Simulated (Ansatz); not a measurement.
Ansatz (a quantum-chemistry and plane-wave program) input:
A basis named .json is the Basis Set Exchange file of that set.

Ansatz 0.2 input:
```yaml
crystal:
  periodic: [false, false, false]
  atoms:
    - {symbol: O, position_ang: [-0.00000000, -0.00000000, -1.03556991]}
    - {symbol: Si, position_ang: [0.00000000, 0.00000000, 0.45356387]}
    - {symbol: H, position_ang: [0.00000000, 0.00000000, 1.93466511]}
basis:
  gaussian:
    orbitals: def2-TZVPP
    fitting: {mean_field: def2-universal-jkfit, correlation: def2-TZVPP-RIFIT.json}
total_charge: 1
magnetization: {spin_polarized: false}
correlation: {method: mp2, electrons: outside_noble_gas}
```

Task: Predict the final energy.

Result: -364.38924 Eh (RI-MP2/def2-TZVPP). The basis has 87 functions.
